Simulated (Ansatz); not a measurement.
Species: GeF, charge 0, doublet. GeF (SMILES [F][Ge], doublet).
B3LYP-D3(BJ)/def2-TZVP minimum from Ansatz (a first-principles code):
```
F
Ge 1 1.7699
```
Charge 0, spin multiplicity 2.

Total energies in cc-pVQZ, 11 correlated electrons, 15 frozen orbitals. Open shells are spin-unrestricted; no spin-orbit coupling. Cores are frozen in correlated methods (noble-gas shells, and filled d and f shells in the p block). No relativity.

```csv
method,program,energy (Eh),minus CCSDT(Q) (mEh)
HF,Ansatz,-2174.90277,375.58
MP2,Ansatz,-2175.25797,20.38
CCSD,Ansatz,-2175.26449,13.86
CCSD(T),Ansatz,-2175.27745,0.90
CCSDT(Q),Ansatz,-2175.27835,0.00
```
